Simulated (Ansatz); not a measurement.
Z-matrix (Å, degrees):
```
C
C 1 1.3841
H 2 1.0896 1 127.55
C 1 1.4382 2 111.48 3 -179.99
C 4 1.3641 1 113.08 2 0.00
O 5 1.3414 4 126.35 1 -179.98
H 6 0.9626 5 111.00 4 -179.79
H 4 1.0898 5 122.44 6 0.03
B 1 1.5317 2 121.31 3 0.00
H 9 1.2096 1 120.96 2 -179.99
H 9 1.2102 10 119.52 1 -179.99
S 2 1.7134 3 119.84 1 -179.99
```
Charge 0, spin multiplicity 1.

Calculation: Ansatz (a first-principles code) with frozen-core CCSD(T)/cc-pVTZ // PBE0-D3(BJ)/def2-SVP. The restricted HF reference is unstable towards unrestricted orbitals.

HF energy: -651.52494 Ha
MP2 correlation energy: -1.14188 Ha

Problem. Estimate the CCSD correlation energy, the (T) correction, the total energy and the T1 diagnostic.

Solution. 
The CCSD correlation energy is -1.17096 Ha and the (T) correction comes out as -0.06113 Ha. The CCSD(T) total energy is -652.75703 Ha and the T1 diagnostic is 0.013.
